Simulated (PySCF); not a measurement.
**The second ionisation energy along group 13**

Calculated with PySCF 2.14 from differences of total energies of unrestricted determinants, without spin-orbit coupling. Values in eV. The last column holds reference values (NIST; (s) semi-empirical, (t) theoretical, else measured). Unmarked ones compare directly (S terms, centres of terms, or small fine structure); those marked * lie between the lowest fine-structure levels and include a spin-orbit shift.

| element | configurations | MP2 (valence and next inner shell) | SCS-MP2 (valence and next inner shell) | CCSD(T) (valence and next inner shell) | SCS-MP2 (valence) | CCSD (valence) | FCI (valence) | reference |
| --- | --- | --- | --- | --- | --- | --- | --- | --- |
| B (def2-TZVPPD, non-relativistic) | [He] 2s2 → [He] 2s1 | 24.419 | 24.611 | 25.055 | 24.600 | 25.059 | 25.059 | 25.155 |
| Al (def2-TZVPPD, non-relativistic) | [Ne] 3s2 → [Ne] 3s1 | 18.470 | 18.581 | 18.728 | 18.438 | 18.607 | 18.607 | 18.829 |
| Ga (def2-TZVPPD, non-relativistic) | [Ar] 3d10 4s2 → [Ar] 3d10 4s1 | 19.631 | 19.692 | 19.863 | 19.311 | 19.462 | 19.462 | 20.515 |
| In (def2-TZVPPD with the def2 core potential (28 electrons), ECP) | [Kr] 4d10 5s2 → [Kr] 4d10 5s1 | 18.701 | 18.665 | 18.687 | 17.777 | 17.906 | 17.906 | 18.870 |
| Tl (def2-TZVPPD with the def2 core potential (60 electrons), ECP) | [Xe] 4f14 5d10 6s2 → [Xe] 4f14 5d10 6s1 | 20.425 | 20.324 | 20.193 | 19.021 | 19.111 | 19.111 | 20.428 |

**Question.** Which of these methods has the smallest mean absolute error against the measured values here?

**Answer.** CCSD(T) (valence and next inner shell), with 0.254 eV.

```tsv
method	elements	mean error (eV)	mean absolute error (eV)	largest error (eV)
MP2 (valence and next inner shell)	5	-0.430	0.430	-0.884
SCS-MP2 (valence and next inner shell)	5	-0.385	0.385	-0.823
CCSD(T) (valence and next inner shell)	5	-0.254	0.254	-0.652
SCS-MP2 (valence)	5	-0.930	0.930	-1.407
CCSD (valence)	5	-0.731	0.731	-1.317
FCI (valence)	5	-0.731	0.731	-1.317
```

Errors include the incompleteness of the basis and the frozen core.

"Valence" correlates the outer s and p shells and, in groups 3 to 12 and the f block, the outer d or f shell, open or full, or the next shell where the ion has no valence electron left; the wider scheme adds the next inner shell.
